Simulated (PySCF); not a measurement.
## OsS₄, singlet: computed properties

Level of theory: PBE0/[Os def2-SVP with ECP60, S def2-SVP], scalar-relativistic core potentials, density fitting, no spin–orbit coupling, PySCF.

The structure is a minimum.

Z-matrix (Å, degrees; charge 0 multiplicity 1):
```
Os
S  1 2.2756
S  1 2.2756 2 54.20
S  1 2.0759 2 118.54 3 -106.16
S  1 2.0759 2 118.54 3 106.16
```

```json
{"Point group": "C2v", "Bond lengths": "Os–S 2.076 Å (×2), Os–S 2.276 Å (×2), S–S 2.073 Å", "Bond angles": "Os–S–S 62.9° (×2), S–Os–S 54.2°, S–Os–S 115.1°, S–Os–S 118.5° (×4)", "Enthalpy at 298.15 K above 0 K": "20.07 kJ/mol", "Highest occupied level": "-6.94 eV", "Dipole moment": "0.43 D", "Entropy at 298.15 K and 1 bar": "359.2 J/(mol K)", "Rotational constants": "0.06364, 0.04216, 0.03197 cm⁻¹", "Heat capacity Cp at 298.15 K": "92.5 J/(mol K)", "Lowest empty level": "-4.08 eV", "Atomisation energy without zero-point energy": "1562 kJ/mol", "Zero-point energy": "17.7 kJ/mol", "Principal polarisabilities": "71.7, 109.5, 131.9 bohr³", "Rotational symmetry number": "2", "Principal quadrupole moments (Buckingham, traceless) about the centre of mass": "-0.99, -0.06, 1.05 D Å"}
```

Harmonic modes (masses in u: Os 191.961, S 31.972):
| symmetry | ω (cm⁻¹) | IR (km/mol) |
| --- | --- | --- |
| b2 | 136 | 1.8 |
| b1 | 141 | 2.4 |
| a2 | 161 | 0.0 |
| a1 | 167 | 0.6 |
| b2 | 314 | 2.0 |
| a1 | 359 | 3.9 |
| a1 | 557 | 61.4 |
| a1 | 563 | 1.9 |
| b1 | 566 | 57.0 |

In C2v the vibrations span 2b2 + 2b1 + a2 + 4a1. The a2 mode carries no infrared intensity, as symmetry demands.

Charges (e):
```
atom  Mulliken  Löwdin  polar tensor  Mayer order to Os1
 Os1      0.26   -0.99          0.85                   –
S2,3     -0.05    0.22         -0.11                0.98
S4,5     -0.08    0.28         -0.32                1.85
```
Other Mayer orders above 0.3: S–S 0.44, S–S 1.06.

Mulliken populations on Os1 (electrons outside its core potential): s 2.69, p 6.36, d 6.62, f 0.07.

Outer orbital energies (eV). occupied: -10.64, -10.61, -9.82, -9.53, -8.45, -7.98, -7.60, -6.94; empty: -4.08, -3.33, -3.13, -2.94.

Other isomers or separated fragments may lie lower. Spin–orbit coupling, left out here, can matter for elements this heavy.

The final relaxation and frequency run took 94 s on 2 threads of a shared Arm Neoverse V1 host, with 104 basis functions and 14 gradients; the process peaked at 1.4 GiB.
